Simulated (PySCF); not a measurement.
# Radial density of Mn(2+) (manganese, charge +2)

UHF, [Ar] 3d5, high-spin 6S determinant. Calculation: PySCF 2.14, in cc-pVTZ; the non-relativistic Hamiltonian (point nucleus).

```json
{"r (bohr)": "0.00108", "4πr²ρ (e/bohr)": "0.1474", "4πr²(ρα − ρβ)": "0.0000"}
{"r (bohr)": "0.00182", "4πr²ρ (e/bohr)": "0.4018", "4πr²(ρα − ρβ)": "0.0000"}
{"r (bohr)": "0.00306", "4πr²ρ (e/bohr)": "1.068", "4πr²(ρα − ρβ)": "0.0000"}
{"r (bohr)": "0.00515", "4πr²ρ (e/bohr)": "2.723", "4πr²(ρα − ρβ)": "0.0000"}
{"r (bohr)": "0.00867", "4πr²ρ (e/bohr)": "6.465", "4πr²(ρα − ρβ)": "-0.0001"}
{"r (bohr)": "0.0146", "4πr²ρ (e/bohr)": "13.63", "4πr²(ρα − ρβ)": "-0.0002"}
{"r (bohr)": "0.0245", "4πr²ρ (e/bohr)": "23.60", "4πr²(ρα − ρβ)": "-0.0003"}
{"r (bohr)": "0.0413", "4πr²ρ (e/bohr)": "29.84", "4πr²(ρα − ρβ)": "0.0004"}
{"r (bohr)": "0.0694", "4πr²ρ (e/bohr)": "25.54", "4πr²(ρα − ρβ)": "0.0054"}
{"r (bohr)": "0.117", "4πr²ρ (e/bohr)": "24.58", "4πr²(ρα − ρβ)": "0.0408"}
{"r (bohr)": "0.196", "4πr²ρ (e/bohr)": "33.08", "4πr²(ρα − ρβ)": "0.2841"}
{"r (bohr)": "0.330", "4πr²ρ (e/bohr)": "18.93", "4πr²(ρα − ρβ)": "1.4160"}
{"r (bohr)": "0.555", "4πr²ρ (e/bohr)": "12.64", "4πr²(ρα − ρβ)": "3.7208"}
{"r (bohr)": "0.934", "4πr²ρ (e/bohr)": "12.99", "4πr²(ρα − ρβ)": "4.1043"}
{"r (bohr)": "1.57", "4πr²ρ (e/bohr)": "3.164", "4πr²(ρα − ρβ)": "1.6723"}
{"r (bohr)": "2.64", "4πr²ρ (e/bohr)": "0.2245", "4πr²(ρα − ρβ)": "0.1983"}
{"r (bohr)": "4.45", "4πr²ρ (e/bohr)": "0.002505", "4πr²(ρα − ρβ)": "0.0025"}
```
